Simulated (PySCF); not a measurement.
SMILES CC([SiH2][SiH2]O[SiH3])C, GFN2-xTB optimised geometry.

```
21

C      1.37     0.95     0.00
C     -0.15     0.95     0.00
C     -0.68     2.38     0.00
Si    -0.85    -0.04     1.48
Si     0.00    -2.19     1.47
O     -0.84    -3.05     2.56
Si    -1.91    -3.63     3.62
H      1.75     1.42     0.91
H      1.76     1.51    -0.85
H      1.76    -0.06    -0.05
H     -0.49     0.48    -0.93
H     -0.36     2.90     0.90
H     -1.76     2.40    -0.03
H     -0.30     2.94    -0.86
H     -0.51     0.72     2.70
H     -2.32     0.04     1.39
H      1.39    -2.34     1.91
H     -0.15    -2.94     0.21
H     -1.93    -2.71     4.75
H     -1.43    -4.96     3.99
H     -3.21    -3.68     2.94
```

Density from PySCF with CAM-B3LYP/def2-SVP at that geometry.

Minimum of the electron density along straight lines between bonded atoms, close to the bond critical point (lines longer than 1.1 times the sum of covalent radii, or with two minima, are not listed):

```tsv
bond	length / Å	ρ at the minimum / e bohr⁻³	∇²ρ there / e bohr⁻⁵	position (fraction from the first atom)
C1–C2	1.526	0.243	-0.55	0.50
C2–C3	1.524	0.244	-0.56	0.50
C2–Si4	1.915	0.112	0.30	0.62
Si5–O6	1.625	0.124	1.07	0.42
O6–Si7	1.613	0.128	1.13	0.59
C1–H8	1.088	0.277	-1.02	0.63
C1–H9	1.090	0.276	-1.01	0.63
C1–H10	1.089	0.276	-1.01	0.62
C2–H11	1.096	0.271	-0.96	0.62
C3–H12	1.088	0.277	-1.02	0.63
C3–H13	1.087	0.277	-1.03	0.63
C3–H14	1.090	0.275	-1.01	0.63
Si4–H15	1.478	0.113	0.31	0.49
Si4–H16	1.477	0.114	0.31	0.49
Si5–H17	1.469	0.117	0.33	0.49
Si5–H18	1.470	0.117	0.33	0.49
Si7–H19	1.462	0.119	0.33	0.49
Si7–H20	1.461	0.120	0.33	0.49
Si7–H21	1.462	0.119	0.33	0.49
```
